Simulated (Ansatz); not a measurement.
One change: `CN[CH2][GeH3]` becomes `CNCF`.

Ansatz, PBE0-D4/def2-TZVP geometries, multiplicity 1. Each molecule was computed in one conformer, which needn't be the lowest.

Scalar relativity is left out up to krypton.

```json
{"property": "HOMO energy (PBE0/def2-TZVPP) / eV", "`CN[CH2][GeH3]`": "-6.53"}
{"property": "size of the dipole moment (PBE/def2-TZVPP) / D", "`CN[CH2][GeH3]`": "1.17"}
{"property": "HOMO energy (PBE/def2-TZVPP) / eV", "`CN[CH2][GeH3]`": "-5.13"}
{"property": "HOMO–LUMO gap (PBE/def2-TZVPP) / eV", "`CN[CH2][GeH3]`": "5.10"}
{"property": "HOMO–LUMO gap (PBE0/def2-TZVPP) / eV", "`CN[CH2][GeH3]`": "7.31"}
{"property": "HOMO–LUMO gap (ωB97M-V/def2-TZVPP) / eV", "`CN[CH2][GeH3]`": "11.19"}
```

Q: Give the same properties after the change, and the shifts. (Best estimate.)

A: Computed: 
| property | `CNCF` | shift |
| --- | --- | --- |
| HOMO energy (PBE0/def2-TZVPP) / eV | -7.25 | -0.72 |
| size of the dipole moment (PBE/def2-TZVPP) / D | 1.40 | 0.23 |
| HOMO energy (PBE/def2-TZVPP) / eV | -5.79 | -0.66 |
| HOMO–LUMO gap (PBE/def2-TZVPP) / eV | 6.23 | 1.13 |
| HOMO–LUMO gap (PBE0/def2-TZVPP) / eV | 8.52 | 1.21 |
| HOMO–LUMO gap (ωB97M-V/def2-TZVPP) / eV | 12.31 | 1.12 |

With PBE0 the HOMO falls by 0.72 eV and the LUMO rises by 0.49 eV, so the gap widens by about 1.21 eV. PBE moves the HOMO by -0.66 eV and ωB97M-V by -0.74 eV. Dipoles are sizes alone; their direction can turn.
